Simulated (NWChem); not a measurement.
System: ZrN2H3Cl; SMILES [Zr]([NH2])([Cl])=[NH]

NWChem input:

```
start job
memory heap 200 mb stack 900 mb global 1100 mb
geometry units angstroms noautoz
  Zr    -0.059183     0.116695     0.142546
  N     -1.401603     0.990462     0.974388
  H     -2.206629     1.334804     1.491541
  Cl    -0.101200    -2.293154    -0.084611
  N      1.660492     1.068136     0.656013
  H      2.600619     0.708613     0.488537
  H      1.742324     1.893286     1.245671
end
basis spherical
  * library def2-svp
end
ecp
  Zr library def2-ecp
end
dft
  xc mn15-l
  iterations 150
  mulliken
end
task dft energy
```

Coordinates come from a PBE0/def2-SVP optimisation. def2 effective core potentials on Zr; no spin-orbit coupling.

**Question.** Predict the main results of this run. (MN15-L/def2-SVP with def2 effective core potentials on Zr.) Quantities: energy (Ha); highest occupied level (eV); orbital gap (eV); dipole (D).

**Answer.** 
```yaml
energy (Ha): -618.07
highest occupied level (eV): -6.04
orbital gap (eV): 3.41
dipole (D): 3.51
```
